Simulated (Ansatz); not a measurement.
Input file for Ansatz (an electronic-structure program): R-RI-MP2/def2-QZVPP on BiH3O3 (SMILES [OH][Bi]([OH])[OH]), a point of a torsion scan. Elements past Kr take the def2 small-core potentials; no spin–orbit coupling. Files ending in .json are basis or fitting sets from the Basis Set Exchange. The run froze 12 orbitals, filled d shells among them.

Ansatz 0.2 input:
```yaml
crystal:
  periodic: [false, false, false]
  atoms:
    - {symbol: O, position_ang: [-1.12040303, -0.63473655, -0.77049581]}
    - {symbol: Bi, position_ang: [-0.12223215, -0.79490940, 1.02317686]}
    - {symbol: O, position_ang: [-0.85151616, 1.02673823, 1.60812556]}
    - {symbol: O, position_ang: [1.52513600, 0.02227984, 0.13944739]}
    - {symbol: H, position_ang: [-1.91740518, -0.11738737, -0.66750034]}
    - {symbol: H, position_ang: [-0.45924792, 1.72678168, 1.08895478]}
    - {symbol: H, position_ang: [1.27593454, 0.38886371, -0.70820742]}
basis:
  gaussian:
    orbitals: def2-QZVPP.json
    fitting: {mean_field: def2-universal-JKFIT, correlation: def2-QZVPP-RIFIT.json}
magnetization: {spin_polarized: false}
correlation: {method: mp2, electrons: outside_noble_gas}
scf: {lower_state_search: off}
```

Q: Give the final energy of this run.

A: -440.9714 hartree.

Q: How many basis functions does it have, and what does it roughly cost on one machine?

A: 343 functions; very roughly 10 core-seconds.
